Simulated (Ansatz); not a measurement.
System: sum formula SnOF$_{2}$ (charge 0, singlet). 
Coordinates optimised at B3LYP-D3(BJ)/def2-TZVP (Ansatz, an electronic-structure program):
SMILES: [O]=[Sn]([F])[F]
```xyz
4

Sn     0.0974    -0.0317    -0.0239
O      1.7879    -0.5810    -0.4380
F     -0.9473    -0.2670     1.5556
F     -1.1831     0.9594    -1.0337
```

Basis-set convergence of Hartree-Fock and CCSD(T) correlation energies (hartree) with Ansatz. Cores are frozen in the correlated levels unless marked. Spin-orbit coupling is left out. Frozen are the shells of the preceding noble gas and the d and f shells that filled before the atom's block. Past Kr the def2 sets carry scalar-relativistic core potentials.

```json
[
 {"basis": "def2-SVP", "functions": "68", "E(HF)": "-486.81092", "E(corr, CCSD(T))": "-0.67559", "rough core time": "under 20 s"},
 {"basis": "def2-TZVPP", "functions": "143", "E(HF)": "[?]", "E(corr, CCSD(T))": "[?]", "rough core time": "23 s"}
]
```

Task: Some entries are withheld; supply them.

Result: 
- def2-TZVPP, E(HF): -487.19305
- def2-TZVPP, E(corr, CCSD(T)): -0.87947
